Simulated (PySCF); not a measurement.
What went wrong, or what changed?

The sound run of CeCl3(NH3) (singlet in the valence; each metal's 4f electrons, 1 of them, lie in its core potential, out of spins and levels) uses PySCF 2.14.0, RKS PBE0, Ce lcecp-1-SVP with ECP47, Cl def2-SVP, N def2-SVP, H def2-SVP; non-relativistic Hamiltonian with scalar-relativistic core potentials where named; density fitting; no spin-orbit coupling, grid (50, 194), threshold 1e-8 and 55 cycles at the relaxed geometry:
```xyz
8

Ce    0.0554   -0.0554    0.0554
Cl    1.1983    1.9931    1.1983
Cl   -1.9931   -1.1983    1.1983
Cl    1.1983   -1.1983   -1.9931
N    -1.4495    1.4495   -1.4495
H    -2.0602    2.0602   -0.9023
H    -0.9023    2.0602   -2.0602
H    -2.0602    0.9023   -2.0602
```
This run, with dm0 from free metal ions and neutral atoms, differs:

```python
mol = gto.M(atom='''
Ce     0.05543    -0.05543     0.05543
Cl     1.19825     1.99313     1.19825
Cl    -1.99313    -1.19825     1.19825
Cl     1.19825    -1.19825    -1.99313
N     -1.44951     1.44951    -1.44951
H     -2.06020     2.06020    -0.90232
H     -0.90232     2.06020    -2.06020
H     -0.48332     0.18846    -0.48332''',
    basis={'Ce': 'lcecp-1-SVP', 'Cl': 'def2-SVP', 'N': 'def2-SVP', 'H': 'def2-SVP'},
    ecp={'Ce': 'lcecp-1-SVP'},
    charge=0, spin=0)
mf = dft.RKS(mol, xc='PBE0')
mf.grids.atom_grid = (50, 194)  # f atoms: unpruned, at least (60, 302)
mf = mf.density_fit()  # fitting sets: Ce AutoAux, Cl def2-universal-JKFIT, N def2-universal-JKFIT, H def2-universal-JKFIT
mf.conv_tol = 1e-08; mf.max_cycle = 84
mf.kernel(dm0)
mf.nuc_grad_method().kernel()
```

What was changed, and how did it end?

One atom was put far too close to the first. It converged in 13 cycles, 44.946 eV from the sound run, largest force component 112.42 eV/Å. The cycle limit differs too. These settings are unsound on purpose: the numbers aren't the compound's.
```
init E= -1481.7950022729
cycle= 1 E= -1466.97750752468  delta_E= 14.8  |g|= 0.715  |ddm|= 3.95
cycle= 2 E= -1466.23276045242  delta_E= 0.745  |g|= 1.57  |ddm|= 2.82
cycle= 3 E= -1466.96185147408  delta_E= -0.729  |g|= 0.583  |ddm|= 2.64
cycle= 4 E= -1467.05328245809  delta_E= -0.0914  |g|= 0.154  |ddm|= 0.766
cycle= 5 E= -1467.05798808303  delta_E= -0.00471  |g|= 0.114  |ddm|= 0.42
...
cycle= 11 E= -1467.06267181412  delta_E= -2.27e-07  |g|= 0.000141  |ddm|= 0.00352
cycle= 12 E= -1467.06267182941  delta_E= -1.53e-08  |g|= 2.52e-05  |ddm|= 0.000986
cycle= 13 E= -1467.06267182966  delta_E= -2.51e-10  |g|= 7.47e-06  |ddm|= 6.62e-05
Extra cycle  E= -1467.06267182961  delta_E= 4.71e-11  |g|= 1.51e-05  |ddm|= 3.28e-05
converged SCF energy = -1467.06267182961
```

Run from Python with OMP_NUM_THREADS=2; the lines above give its settings.
It took 10 s on 2 threads of AMD EPYC 7R43 64-Core Processor (Zen 3), with other jobs on the host.

An lcecp potential fixes the number of 4f electrons, so in runs with it no electron can move into or out of that shell.
